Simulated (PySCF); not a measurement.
Compound: C6H11B.
Cartesian coordinates in Å at the PBE0-D3(BJ)/def2-SVP level; atoms count from 1:
```
atom  x, y, z in Å
C1    -1.5654    0.8838   -0.5101
B2    -0.8325   -0.3531    0.1287
C3    -1.6674   -1.5297    0.7518
C4     0.7305   -0.4396    0.1527
C5     1.5065    0.1118   -1.0209
C6     2.8104    0.3516   -0.3338
C7     1.5222    0.8447    0.2390
H8    -2.4706    0.5871   -1.0644
H9    -0.9467    1.5345   -1.1452
H10   -1.9318    1.5011    0.3331
H11   -2.7172   -1.2856    0.9733
H12   -1.6794   -2.3342   -0.0101
H13   -1.1949   -1.9733    1.6426
H14    1.1856   -1.3108    0.6534
H15    1.1584    0.4005   -2.0114
H16    3.3249   -0.4918    0.1510
H17    3.4802    1.0979   -0.7772
H18    1.1899    1.8523    0.4831
```

Jobs on this species (18 atoms, 52 electrons) with PySCF (density fitting). Hardware of each: Arm Neoverse V2, one thread, no GPU (shared host). Other jobs ran on the host; a repeat could differ by tens of per cent or more. Peak memory is the resident size of the whole Python process, interpreter and libraries included.

```
                                                             level and settings                                                                           work  basis functions  SCF cycles  wall time  peak memory
                                                                  PBE0/pcSseg-1                shieldings, ring-centre shieldings, charges and field gradients              174           ?          ?            ?
                                                                  WP04/pcSseg-1                                             shieldings, ring-centre shieldings              174           ?          ?            ?
delta-SCF UKS SCAN, pcX-2 on the ionised atom, pcseg-1 elsewhere, spin-free X2C                                                  ΔSCF core ionisation, 5 holes              184          84       50 s     0.75 GiB
                                             PBE0-D3(BJ)/def2-SVP, grid level 1                   geometry optimisation from a GFN2-xTB start shaken at random              153         154    3.3 min     0.63 GiB
                                                              wB97X-D/def2-SVPD  10 singlets by full TDDFT, 4 Tamm–Dancoff triplets, polarisability, ΔSCF ions              228          13       78 s      1.1 GiB
                                                                    B3LYP/pcJ-1   spin–spin couplings from 18 perturbed nuclei, spin–dipole term for 1 of them              299          12       73 s      1.3 GiB
```

**Question.** Fill in the missing figures.

**Answer.** 
- PBE0/pcSseg-1; shieldings, ring-centre shieldings, charges and field gradients: 19 s, 0.95 GiB, 12 SCF cycles
- WP04/pcSseg-1; shieldings, ring-centre shieldings: 17 s, 0.99 GiB, 12 SCF cycles

**Question.** What do all jobs in the table cost together?

**Answer.** About 7.2 min; the longest takes about 46 % of that, and about 12 times as long as the shortest.
